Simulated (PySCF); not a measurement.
Calculation: PySCF with PBE0-D3(BJ)/def2-TZVP. Isolated molecules, 0 K electronic values unless said otherwise. 

Reference species (SMILES): `[Cl][Ge]([Cl])([Cl])[Cl]` (neutral, multiplicity 1).

```
Quantity          Value
-------------  --------
LUMO           -2.22 eV
HOMO–LUMO gap   7.44 eV
```

Changed species: `[Cl][Ge]([SH])([Cl])[Cl]` (1 of 4 Cl replaced by SH; the reference has 0 of 4 Cl replaced by SH).

**Question.** Give the shifts of the LUMO and HOMO–LUMO gap.

**Answer.** the LUMO goes up by 0.24 eV, to -1.98 eV; the HOMO–LUMO gap falls by 1.06 eV, to 6.38 eV.
